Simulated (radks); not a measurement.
Values are calculated unless marked as measured or tabulated.
Task: Nb2+, configuration [Kr] 4d3. Level of theory: Dirac Kohn-Sham, PBE, spin-unpolarised, spherical densities, finite nucleus; open shells fill j = l - 1/2 first; Fermi nuclear charge, rms radius 4.324 fm (a radial shooting solver on a logarithmic mesh with Libxc functionals). Some entries of the table are withheld. Estimate them.

orbital  occ.  eigenvalue (hartree)  <r^2> (bohr^2)  r(max) (bohr)
1s1/2       2             -691.5091        0.001757        0.02349
2s1/2       2             -97.26300             (1)         0.1333
2p1/2       2             -89.31219         0.02224         0.1039
2p3/2       4             -85.79238         0.02361         0.1076
3s1/2       2             -16.76726          0.2250         0.3957
3p1/2       2                   (2)          0.2242         0.3833
3p3/2       4                   (3)          0.2349         0.3925
3d3/2       4              -7.91822          0.2241            (4)
3d5/2       6              -7.81208          0.2276            (5)
4s1/2       2              -2.78429           1.513            (6)
4p1/2       2                   (7)           1.851          1.105
4p3/2       4                   (8)           1.939          1.130
4d3/2       3              -0.70400           4.071          1.438
4d5/2       0              -0.69668           4.139          1.449

Result: 
(1) 2s1/2 <r^2> (bohr^2): 0.02938
(2) 3p1/2 eigenvalue (hartree): -13.77358
(3) 3p3/2 eigenvalue (hartree): -13.20344
(4) 3d3/2 r(max) (bohr): 0.3330
(5) 3d5/2 r(max) (bohr): 0.3357
(6) 4s1/2 r(max) (bohr): 1.032
(7) 4p1/2 eigenvalue (hartree): -1.95583
(8) 4p3/2 eigenvalue (hartree): -1.87765
